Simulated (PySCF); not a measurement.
Si(Cl)2, Cl₂Si, SMILES [Si](Cl)Cl (CAM-B3LYP/def2-SVP optimised geometry):

```
3

Si    -0.835    -1.022     0.000
Cl     1.252    -1.022     0.000
Cl    -1.252     1.022     0.000
```

Calculation: CAM-B3LYP/def2-TZVP (PySCF 2.14.0).

What are the frontier orbital energies and the dipole moment?

HOMO-2 -10.98 eV, HOMO-1 -10.54 eV, HOMO -9.03 eV, LUMO -1.78 eV, LUMO+1 0.98 eV; dipole moment 1.07 D.

On the same geometry PBE/def2-TZVP (PySCF) gives HOMO-2 -8.31 eV, HOMO-1 -7.82 eV, HOMO -6.66 eV, LUMO -3.65 eV, LUMO+1 -0.88 eV; dipole moment 0.80 D.

Meta-Löwdin charges at CAM-B3LYP/def2-TZVP: Si1 0.53, Cl2 -0.27, Cl3 -0.27.
